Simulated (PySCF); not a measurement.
Task: What does the PBE0-D3(BJ)/def2-SVP structure of `F[C-]1[CH]/C(=C/Br)C1` [radical] look like in three dimensions? (Charge -1 and doublet state.)

Result: 
```xyz
11
C5H4BrF angstrom
F     -2.7516    0.4480    0.7003
C     -1.3820    0.2645    0.8627
C     -0.7001   -0.9701    0.6143
C      0.3631   -0.3222   -0.0664
C      1.6375   -0.6210   -0.4726
Br     2.6761    0.6328   -1.4849
C     -0.3999    1.0012   -0.0468
H     -0.8238   -1.9948    0.9791
H      2.1025   -1.6052   -0.4327
H     -0.8194    1.2707   -1.0330
H      0.1450    1.8729    0.3613
```

Any rigid rotation of these coordinates is as good. Atoms count from 1 in this order. The 4-membered ring C2–C3–C4–C7 has internal angles of 84.9° to 92.7° (sum 359°, against 360° for a flat polygon); it is slightly puckered (a soft mode that the optimisation may not have finished), 0.05 Å rms from its mean plane, widest ring torsion 9°. The 5 C–C bonds span 1.371 Å (C4=C5, drawn double in one of several resonance forms) to 1.528 Å (C2–C7, drawn single), a spread of 0.157 Å. C5 (carbon bonded to Br, C and H) is almost planar (angles 125.7°, 121.2° and 112.3°, sum 359.1°, 0.07 Å off the plane of its three neighbours). C3 (carbon bonded to 2 C and H) is almost planar (angles 134.1°, 132.2° and 92.7°, sum 358.9°, 0.07 Å off the plane of its three neighbours).

Bonds between heavy atoms (Å): F1–C2 1.391, C2–C3 1.432, C3–C4 1.419, C4=C5 1.371, C5–Br6 1.917, C4–C7 1.528, C2–C7 1.528.

Computed, not measured: PySCF, PBE0-D3(BJ)/def2-SVP geometry optimisation, gas phase.

Point group: C1 (no symmetry element, even within 0.4 Å). No PBE0-D3(BJ)/def2-SVP frequencies stand behind this structure, so it isn't proved a minimum. ⟨S²⟩ = 0.761 (exact for a doublet: 0.75). Whether the extra electron is bound in the gas phase wasn't checked; a finite basis holds it in any case. Torsions: F1–C2–C3–C4 136°, C2–C3–C4–C5 164°, C3–C4–C7–C2 8°, F1–C2–C7–C4 -139°.

On one thread, Arm Neoverse N1 (aarch64), no GPU, on a shared host, this took 6.5 min of wall time and 0.57 GiB of memory at its peak. These figures are those of the optimisation.

One conformer stands for the species.
